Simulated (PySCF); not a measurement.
# Basis-set dependence of population analyses: `N[SiH2][SiH2]F`

Compound: FH6NSi2.
Structure used (PBE0-D3(BJ)/def2-SVP), in Å, numbered top down from 1:
```xyz
10
FH6NSi2 angstrom
N     -1.660    0.278   -0.523
Si    -0.530   -0.476    0.562
Si     1.582    0.177   -0.221
F      2.769   -0.298    0.796
H     -2.592   -0.113   -0.610
H     -1.699    1.290   -0.578
H     -0.669   -0.138    2.021
H     -0.711   -1.954    0.432
H      1.659    1.666   -0.344
H      1.859   -0.426   -1.559
```

PBE0 throughout (PySCF), one geometry, spherical d and f functions. One conformer (not necessarily the lowest) at the PBE0-D3(BJ)/def2-SVP geometry, without solvent, vibrations or thermal averaging. Atoms taken as equivalent share a column and are averaged.

Mulliken charges (e):

```tsv
basis	functions	N1	Si2	Si3	F4	H5/H6	H7/H8	H9/H10
STO-3G	34	-0.585	+0.520	+0.497	-0.245	+0.164	-0.127	-0.130
6-31G	56	-1.008	+0.534	+0.739	-0.473	+0.337	-0.106	-0.126
pcSseg-0	56	-1.049	+0.458	+0.669	-0.504	+0.327	-0.043	-0.072
6-31G*	76	-0.931	+0.364	+0.601	-0.416	+0.355	-0.074	-0.090
cc-pVDZ	94	-0.320	+0.204	+0.479	-0.336	+0.116	-0.058	-0.072
def2-SVP	94	-0.426	+0.296	+0.535	-0.363	+0.143	-0.075	-0.089
aug-cc-pVDZ	154	-0.283	-0.082	+0.048	-0.621	-0.038	+0.249	+0.257
6-311+G(2d,p)	160	-0.782	+0.453	+0.542	-0.452	+0.239	-0.060	-0.059
def2-TZVP	172	-0.639	+0.210	+0.400	-0.338	+0.245	-0.027	-0.035
cc-pVTZ	212	-0.364	+0.168	+0.419	-0.309	+0.147	-0.048	-0.056
IGLO-III	218	-0.688	+0.634	+0.834	-0.500	+0.208	-0.169	-0.179
```

IAO charges (e):

```csv
basis,functions,N1,Si2,Si3,F4,H5/H6,H7/H8,H9/H10
STO-3G,34,-0.694,+0.572,+0.628,-0.365,+0.191,-0.128,-0.134
6-31G,56,-0.807,+0.464,+0.661,-0.506,+0.268,-0.086,-0.088
pcSseg-0,56,-0.776,+0.440,+0.637,-0.487,+0.254,-0.078,-0.083
6-31G*,76,-0.829,+0.565,+0.771,-0.529,+0.264,-0.124,-0.129
cc-pVDZ,94,-0.821,+0.564,+0.758,-0.527,+0.262,-0.123,-0.126
def2-SVP,94,-0.814,+0.572,+0.767,-0.526,+0.258,-0.128,-0.130
aug-cc-pVDZ,154,-0.853,+0.570,+0.763,-0.542,+0.273,-0.121,-0.122
"6-311+G(2d,p)",160,-0.864,+0.595,+0.784,-0.547,+0.274,-0.129,-0.130
def2-TZVP,172,-0.862,+0.602,+0.795,-0.548,+0.273,-0.132,-0.134
cc-pVTZ,212,-0.857,+0.591,+0.784,-0.544,+0.272,-0.129,-0.130
IGLO-III,218,-0.867,+0.600,+0.789,-0.548,+0.274,-0.131,-0.131
```

Hirshfeld charges (e):

```tsv
basis	functions	N1	Si2	Si3	F4	H5/H6	H7/H8	H9/H10
STO-3G	34	-0.323	+0.340	+0.349	-0.169	+0.087	-0.092	-0.094
6-31G	56	-0.319	+0.270	+0.332	-0.244	+0.120	-0.074	-0.065
pcSseg-0	56	-0.324	+0.290	+0.361	-0.241	+0.116	-0.082	-0.077
6-31G*	76	-0.304	+0.253	+0.313	-0.208	+0.123	-0.078	-0.072
cc-pVDZ	94	-0.303	+0.270	+0.316	-0.202	+0.121	-0.084	-0.077
def2-SVP	94	-0.308	+0.277	+0.328	-0.208	+0.121	-0.086	-0.080
aug-cc-pVDZ	154	-0.320	+0.280	+0.329	-0.221	+0.118	-0.078	-0.073
6-311+G(2d,p)	160	-0.316	+0.279	+0.332	-0.223	+0.118	-0.079	-0.074
def2-TZVP	172	-0.317	+0.274	+0.323	-0.213	+0.121	-0.080	-0.075
cc-pVTZ	212	-0.316	+0.274	+0.321	-0.209	+0.121	-0.081	-0.075
IGLO-III	218	-0.319	+0.277	+0.325	-0.215	+0.119	-0.079	-0.074
```

Some averages cover members that differ in this geometry, most widely: H7/H8, Mulliken in pcSseg-0 -0.063 to -0.022; H7/H8, IAO in cc-pVDZ -0.142 to -0.105; H7/H8, IAO in 6-31G* -0.142 to -0.106; H7/H8, IAO in pcSseg-0 -0.096 to -0.061 e.

Which scheme is steadiest as the basis changes?

Largest range over the bases for any column: Hirshfeld 0.09 e, IAO 0.18 e, Mulliken 0.79 e. Hirshfeld charges move least and Mulliken charges most, counted in e. Without the minimal STO-3G basis the ranges are Hirshfeld 0.05, IAO 0.16, Mulliken 0.79 e.

How much do the charges still move between the two largest bases, cc-pVTZ and IGLO-III?

At most, over all atoms: Mulliken 0.466 e, IAO 0.010 e, Hirshfeld 0.006 e.

What do the same runs give for the total energy, the frontier levels and the dipole moment?

```csv
basis,energy (Eh),HOMO (eV),LUMO (eV),μ (D)
STO-3G,-727.9315,-3.48,6.31,1.50
6-31G,-736.6904,-7.12,-0.40,3.30
pcSseg-0,-735.7661,-7.15,-0.52,3.06
6-31G*,-736.8008,-7.18,-0.40,2.81
cc-pVDZ,-736.8411,-7.21,-0.40,2.87
def2-SVP,-736.5403,-7.27,-0.38,2.86
aug-cc-pVDZ,-736.8668,-7.45,-0.93,2.69
"6-311+G(2d,p)",-736.9267,-7.50,-0.94,2.77
def2-TZVP,-736.9457,-7.45,-0.77,2.76
cc-pVTZ,-736.9395,-7.40,-0.67,2.72
IGLO-III,-736.9491,-7.48,-0.74,2.70
```

The dipole is fixed by the density alone, so its range of 1.80 D shows that the density itself changes with the basis, not only its division among atoms.
